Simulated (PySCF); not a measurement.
Computed IR spectrum (relative IR intensity) of a molecule C2H7FOSi. Coordinates come from a PBE-D3(BJ)/def2-SVP optimisation. The values are those of a single conformer. Method: PySCF with PBE-D3(BJ)/def2-SVP. Frequencies are harmonic and unscaled.

```json
[
 {"ν (cm⁻¹)": "278", "relative intensity": "3.9"},
 {"ν (cm⁻¹)": "399", "relative intensity": "4.5"},
 {"ν (cm⁻¹)": "668", "relative intensity": "36"},
 {"ν (cm⁻¹)": "730", "relative intensity": "9.2"},
 {"ν (cm⁻¹)": "743", "relative intensity": "6.3"},
 {"ν (cm⁻¹)": "840", "relative intensity": "11"},
 {"ν (cm⁻¹)": "905", "relative intensity": "71"},
 {"ν (cm⁻¹)": "938", "relative intensity": "59"},
 {"ν (cm⁻¹)": "968", "relative intensity": "92"},
 {"ν (cm⁻¹)": "1084", "relative intensity": "6.0"},
 {"ν (cm⁻¹)": "1113", "relative intensity": "100"},
 {"ν (cm⁻¹)": "1137", "relative intensity": "41"},
 {"ν (cm⁻¹)": "1368", "relative intensity": "18"},
 {"ν (cm⁻¹)": "1403", "relative intensity": "3.2"},
 {"ν (cm⁻¹)": "2177", "relative intensity": "50"},
 {"ν (cm⁻¹)": "2234", "relative intensity": "54"},
 {"ν (cm⁻¹)": "2918", "relative intensity": "20"},
 {"ν (cm⁻¹)": "2975", "relative intensity": "15"},
 {"ν (cm⁻¹)": "2979", "relative intensity": "5.9"},
 {"ν (cm⁻¹)": "3075", "relative intensity": "15"}
]
```

Question: Pick the molecule that these values belong to.
A) COC[SiH2]F
B) CCO[SiH2]F
C) CO[Si@H](C)F
D) C[C@@H](O)[SiH2]F

Answer: B, CCO[SiH2]F
